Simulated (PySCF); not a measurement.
**`[CH3][Al]([Cl])[Cl]` (CH3AlCl2): proton affinities at several levels**

Coordinates in Å; atoms count from 1 in this order:
```
C    -0.7915   -0.1794    0.5339
Al    0.7648    0.1561   -0.5585
Cl    2.0583   -1.3677   -1.1963
Cl    1.2815    2.0958   -1.1673
H    -0.6185    0.1995    1.5553
H    -1.0241   -1.2523    0.6056
H    -1.6730    0.3510    0.1403
```

All levels share the PBE0-D3(BJ)/def2-SVP structures and the PBE0-D3(BJ)/def2-SVP thermal terms; only the single-point energies (PySCF) change. Values are proton affinities (298 K, kJ/mol).

```tsv
level	Cl3	time
PBE0-D3(BJ)/6-31G	617	2.2 s
PBE0-D3(BJ)/6-31+G*	640	3.4 s
PBE0-D3(BJ)/def2-SV(P)	642	2.7 s
PBE0-D3(BJ)/6-31G*	643	2.8 s
LDA/def2-TZVP	645	16 s
PBE0-D3(BJ)/pcseg-1	648	3.1 s
PBE0-D3(BJ)/ma-def2-SVP	653	3.6 s
M06-2X/def2-TZVP (grid 3)	654	18 s
HF/def2-TZVP	656	3 s
PBE0-D3(BJ)/aug-pcseg-1	658	5.9 s
PBE0-D3(BJ)/6-311+G**	658	5.4 s
CAM-B3LYP-D3(BJ)/def2-TZVP	658	9.4 s
BHandHLYP/def2-TZVP	660	6.9 s
PBE0-D3(BJ)/def2-SVPD	661	5 s
ωB97M-D3(BJ)/def2-TZVP (grid 3)	662	19 s
PBE0-D3(BJ)/pcseg-2	664	8.7 s
M06/def2-TZVP (grid 3)	665	17 s
r2SCAN-D3(BJ)/def2-TZVP (grid 3)	665	27 s
LC-ωPBE/def2-TZVP	665	18 s
PBE0-D3(BJ)/def2-SVP	666	3 s
PBE0-D3(BJ)/6-311++G(2d,2p)	667	7.8 s
PBE0-D3(BJ)/aug-cc-pVDZ	667	6.2 s
HSE06/def2-TZVP	668	19 s
PBE0-D3(BJ)/ma-def2-TZVP	668	8.6 s
PBE0-D3(BJ)/cc-pVDZ	669	3.3 s
PBE0-D3(BJ)/def2-TZVP	670	–
PBE0-D3(BJ)/def2-TZVPD	670	11 s
ωB97X-D3(BJ)/def2-TZVP	670	9.2 s
PBE0-D3(BJ)/cc-pVTZ	672	9.3 s
M06-L/def2-TZVP (grid 3)	672	27 s
B3LYP-D3(BJ)/def2-TZVP	672	7.3 s
PBE0-D3(BJ)/def2-TZVPP	672	11 s
TPSSh-D3(BJ)/def2-TZVP (grid 3)	677	18 s
PBE-D3(BJ)/def2-TZVP	677	17 s
BP86-D3(BJ)/def2-TZVP	678	17 s
B97-2/def2-TZVP	679	7.2 s
BLYP-D3(BJ)/def2-TZVP	680	18 s
TPSS-D3(BJ)/def2-TZVP (grid 3)	680	26 s
OPBE/def2-TZVP	696	18 s
```

Times are wall times for all single points of a level on 1 thread of Arm Neoverse V1, a shared host; the dash marks the run that also made the structures. BLYP, BP86, HSE06, LC-ωPBE, LDA, M06-L, OPBE, PBE, TPSS, r2SCAN ran on a slower path of this set-up, which computes the density-fitting integrals anew in every SCF cycle while the other levels store them. So the times needn't show the usual order of cost, and those levels read slower than they are.

Hartree-Fock leaves out electron correlation, so its proton affinities can be off by tens of kJ/mol.

The spread: 79 kJ/mol, from 617 to 696.

Caveats: the best site listed is a halogen, a weak base; protonation of a C–C, C–H or other σ bond isn't listed and may be favoured.
